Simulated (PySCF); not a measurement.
**Vertical excitation energies**

Compound: C8H8O.
Bonds: C1–C2 (double), C2–O3, O3–C4, C4–C5 (aromatic), C5–C6 (aromatic), C6–C7 (aromatic), C7–C8 (aromatic), C8–C9 (aromatic), C4–C9 (aromatic). Hydrogens: H10, H11 on C1; H12 on C2; H13 on C5; H14 on C6; H15 on C7; H16 on C8; H17 on C9.

The calculation used PySCF, TDDFT CAM-B3LYP/def2-SVPD, vertical, gas phase, core orbitals frozen in the response. Isolated species at its GFN2-xTB geometry (one conformer only).

```tsv
state	E (eV)	E (hartree)	f	main configurations (H = HOMO, L = LUMO)
S1	5.25	0.1929	0.023	H→L (72%), H-1→L+1 (19%)
S2	5.78	0.2123	0.338	H→L+1 (87%), H-1→L (9%)
S3	6.49	0.2384	0.234	H→L+3 (46%), H→L+2 (21%), H-1→L (16%)
S4	6.58	0.2417	0.153	H→L+2 (60%), H-1→L (10%)
S5	6.73	0.2472	0.191	H-1→L+1 (33%), H→L (20%), H-2→L (19%)
S6	6.88	0.2527	0.180	H→L+3 (34%), H-1→L (28%), H-2→L+1 (10%)
S7	6.99	0.2567	0.031	H→L+4 (64%), H-2→L+2 (12%)
S8	7.21	0.2650	0.011	H→L+5 (72%), H→L+7 (11%)
```

Triplets, Tamm–Dancoff:

```tsv
state	E (eV)	λ (nm)	main configurations (H = HOMO, L = LUMO)
T1	4.02	308.3	H→L+1 (61%), H-1→L (18%), H-2→L+3 (12%)
T2	4.24	292.1	H→L+3 (34%), H-2→L+1 (20%), H-1→L (12%)
T3	4.49	275.9	H→L (70%), H-2→L (16%)
```

The lowest singlet comes at 236 nm (507 kJ/mol) in the ultraviolet; it is weak; its leading configuration is HOMO→LUMO (72%). The most intense listed level is S2 at 5.78 eV (215 nm, f = 0.338), 0.53 eV above S1. Löwdin shares by element: HOMO carbon 39% or more, oxygen 21% (atoms not listed hold the other 41%); LUMO carbon 70% or more (atoms not listed hold the other 30%). Orbital energies (eV): HOMO-3 -11.17, HOMO-2 -9.10, HOMO-1 -8.78, HOMO -7.71, LUMO 0.67, LUMO+1 0.83, LUMO+2 1.51. The listed states span 1.96 eV, and the widest gap between neighbours is 0.71 eV (S2 to S3). Weighted by f, the mean energy of these states is 6.39 eV. Only the lowest 8 singlets were computed, as vertical energies without vibronic structure.
